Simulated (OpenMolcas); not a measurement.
**Ce3+: moving the ligands**

Ce3+ with 6 ligands (fluoride) in trigonal antiprismatic coordination (D3d) at 2.32 Å, a polar angle of 60.8° against the regular 54.74°. A charge of +0.5 e stands 3.2 Å behind each ligand. Ligand basis ANO-RCC-VDZP.

```yaml
Program: OpenMolcas
Method: "SS-CASPT2, IPEA 0.25 Eh, imaginary shift 0.1 Eh (closed shells correlated: 5s 5p and the ligand valence shells)"
Basis: ANO-RCC-VDZP [7s6p4d2f1g]
Scalar_Hamiltonian: DKH2, point nucleus
Active_space: 1 electron in 7 orbitals (4f)
State_averaging: 2S+1 = 2 odd, 7 roots
Spin-orbit_coupling: RASSI with atomic mean-field integrals over the reference wave functions
```

Runs around this geometry, states (labels of D3, the rotations of D3d). Energies in cm-1 above the lowest state or level, χT in cm3 K/mol.

```tsv
R (Å)	Ground state	First state of that spin	First gap with spin-orbit (degeneracies)	Width of lowest J	χT at 300 K
2.27	2A2	2E 460	950 (2, 2)	1492	0.429
2.32	2A2	2E 360	850 (2, 2)	1390	0.463
2.4	2A2	2E 240	700 (2, 2)	1239	0.519
```

Taking the width of the lowest J multiplet as R^-n, n = -ln(1239 / 1492) / ln(2.4 / 2.27) = 3.3 between the shortest and longest distance.

Roots that are degenerate in the reference are averaged as groups; the widest CASPT2 spread within a group is 23 cm-1 (the 2-fold group of multiplicity 2 near 1710 cm-1 above the lowest state of its run, R = 2.32). Shifts and gaps below about the spread of the groups concerned are not significant. Over all roots computed the reference weight is 0.71 in R = 2.27, 0.71 in R = 2.32, 0.71 in R = 2.4; a low but even weight reflects the number of correlated electrons. Splittings of an f shell from a small cluster at a set distance can be off by tens of per cent, mostly too small. No measured value stands beside these numbers; the geometry was imposed, not optimised, and the real ion may take another.
